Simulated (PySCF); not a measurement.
SCF from a fresh guess for quartet H2IrO, at the PBE0 minimum. PySCF input:

```python
from pyscf import gto, scf, dft
mol = gto.M(atom='''
Ir     0.061723     0.106900    -0.000000
O     -0.819253    -1.418880     0.000000
H      1.627199     0.443106     0.000000
H     -0.429752     1.630777     0.000000''',
    basis={'Ir': 'def2-TZVP', 'O': 'def2-TZVP', 'H': 'def2-TZVP'},
    ecp={'Ir': 'def2-TZVP'},
    charge=0, spin=3)
mf = dft.UKS(mol, xc='PBE0')
mf.grids.atom_grid = (50, 194)
aux = {'Ir': 'def2-universal-JKFIT', 'O': 'def2-universal-JKFIT', 'H': 'def2-universal-JKFIT'}
mf = mf.density_fit(auxbasis=aux)
mf.conv_tol = 1e-08
mf.diis_space = 10
mf.max_cycle = 60
mf.init_guess = 'minao'
mf.verbose = 4
mf.kernel()
```

Excerpt of the output (cycles alone):

```
init E= -163.973020964327
cycle= 1 E= -180.427832362427  delta_E= -16.5  |g|= 0.607  |ddm|= 5.49
cycle= 2 E= -179.22938267549  delta_E=  1.2  |g|= 1.72  |ddm|= 1.33
cycle= 3 E= -180.51666971046  delta_E= -1.29  |g|= 0.486  |ddm|= 1.04
cycle= 4 E= -180.607527558154  delta_E= -0.0909  |g|= 0.135  |ddm|= 0.38
cycle= 5 E= -180.615042281862  delta_E= -0.00751  |g|= 0.0418  |ddm|= 0.0885
cycle= 6 E= -180.615952229781  delta_E= -0.00091  |g|= 0.0173  |ddm|= 0.0304
cycle= 7 E= -180.616305352603  delta_E= -0.000353  |g|= 0.00505  |ddm|= 0.032
cycle= 8 E= -180.616347673496  delta_E= -4.23e-05  |g|= 0.00155  |ddm|= 0.01
cycle= 9 E= -180.616355550565  delta_E= -7.88e-06  |g|= 0.000675  |ddm|= 0.00589
cycle= 10 E= -180.61635625991  delta_E= -7.09e-07  |g|= 0.000235  |ddm|= 0.00158
cycle= 11 E= -180.616356376486  delta_E= -1.17e-07  |g|= 4.36e-05  |ddm|= 0.000752
cycle= 12 E= -180.616356380516  delta_E= -4.03e-09  |g|= 1.12e-05  |ddm|= 0.000124
Extra cycle  E= -180.616356380732  delta_E= -2.16e-10  |g|= 1.71e-05  |ddm|= 2.83e-05
converged SCF energy = -180.616356380732  <S^2> = 3.762432  2S+1 = 4.0062112
```

No lower solution of this spin was found from smeared starts or by a stability analysis within the unrestricted form.

With open d or f shells other occupations or spin states may lie lower. No spin–orbit coupling is included, which matters more the heavier the element.

The search for the lowest solution, 3 starts and the stability check together, took 7.3 s on 2 threads of a shared Intel Xeon 6975P-C (Granite Rapids) host, with 83 basis functions; the process peaked at 0.42 GiB.
